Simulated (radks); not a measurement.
Spherical quantum dot in the effective-mass picture: electrons in a parabolic well V = omega^2 r^2 / 2 with omega = 0.137, all in effective atomic units (hartree* = m*/eps^2 hartree, bohr* = eps/m* bohr), one dielectric constant everywhere. Calculated with a radial shooting solver with Libxc functionals: non-relativistic Kohn-Sham, LDA (Slater exchange, Perdew-Wang correlation), spin-polarised, spherical densities. Levels are named by radial order and angular momentum (1s, 1p, 1d, 2s, ...), and open shells are averaged over m. Results are scaled to m* = 0.145 and eps = 14.8, for which hartree* = 18.01 meV and bohr* = 5.401 nm. Each electron was tried in the lowest free levels, single moves between levels near the top were tried too, and the lowest total energy was kept; such a search can miss a lower state. At N = 1 the Hartree and exchange-correlation terms need not cancel, so that row can carry a self-interaction error.

\begin{tabular}{lrrrrrrr}
N & open shells & 2S & E (meV) & mu = E(N) - E(N-1) (meV) & addition energy mu(N+1) - mu(N) (meV) & e(HOMO) (meV) & rms radius (nm) \\ \hline
1 & 1s(up 1, down 0) & 1 & 3.79954 & 3.7995 & 4.249 & 5.6160 & 18.16 \\
2 & none & 0 & 11.8485 & 8.0490 & 4.797 & 9.6839 & 20.85 \\
3 & 1p(up 1, down 0) & 1 & 24.6945 & 12.846 & 2.723 & 14.213 & 24.03 \\
4 & 1p(up 2, down 0) & 2 & 40.2631 & 15.569 & 2.654 & 16.911 & 26.15 \\
5 & 1p(up 3, down 0) & 3 & 58.4854 & 18.222 & 3.047 & 19.518 & 27.84 \\
6 & 1p(up 3, down 1) & 2 & 79.7551 & 21.270 & 2.341 & 22.445 & 29.41 \\
7 & 1p(up 3, down 2) & 1 & 103.366 & 23.610 & 2.298 & 24.768 & 30.77 \\
8 & none & 0 & 129.274 & 25.908 & 3.366 & 27.039 & 32.00 \\
9 & 1d(up 1, down 0) & 1 & 158.548 & 29.274 & 2.069 & 30.315 & 33.33 \\
10 & 1d(up 2, down 0) & 2 & 189.891 & 31.344 & 2.033 & 32.366 & 34.52 \\
11 & 1d(up 3, down 0) & 3 & 223.268 & 33.377 & 1.996 & 34.381 & 35.60 \\
12 & 1d(up 4, down 0) & 4 & 258.642 & 35.373 & 1.960 & 36.359 & 36.60 \\
13 & 1d(up 5, down 0) & 5 & 295.975 & 37.333 & 2.298 & 38.301 & 37.54 \\
14 & 1d(up 5, down 1) & 4 & 335.607 & 39.632 & 1.845 & 40.558 & 38.45 \\
15 & 1d(up 5, down 2) & 3 & 377.083 & 41.476 & 1.822 & 42.391 & 39.31 \\
16 & 1d(up 5, down 3) & 2 & 420.381 & 43.298 & 1.797 & 44.201 & 40.12 \\
17 & 1d(up 5, down 4) & 1 & 465.476 & 45.095 & 1.773 & 45.986 & 40.89 \\
18 & none & 0 & 512.345 & 46.868 & 2.056 & 47.747 & 41.63 \\
19 & 2s(up 1, down 0) & 1 & 561.269 & 48.924 & 1.981 & 49.805 & 42.37 \\
20 & none & 0 & 612.175 & 50.906 & 1.985 & 51.771 & 43.08 \\
21 & 1f(up 1, down 0) & 1 & 665.065 & 52.890 & 1.637 & 53.711 & 43.79 \\
22 & 1f(up 2, down 0) & 2 & 719.592 & 54.527 & 1.619 & 55.339 & 44.48 \\
23 & 1f(up 3, down 0) & 3 & 775.738 & 56.146 & 1.603 & 56.950 & 45.14 \\
24 & 1f(up 4, down 0) & 4 & 833.487 & 57.749 & 1.586 & 58.545 & 45.78 \\
25 & 1f(up 5, down 0) & 5 & 892.822 & 59.335 & 1.570 & 60.123 & 46.39 \\
26 & 1f(up 6, down 0) & 6 & 953.727 & 60.905 & 1.554 & 61.685 & 46.99 \\
27 & 1f(up 7, down 0) & 7 & 1016.19 & 62.459 & - & 63.231 & 47.57 \\
\end{tabular}

All shells are closed at N = 2, 8, 18, 20 (there: 1s2 1p6 1d10 2s2); the second difference of the energy has clear peaks (12 % above both neighbours; the first and last values, which can be the largest, are not judged, and half-filled shells can peak too) at N = 2, 5, 8, 13.
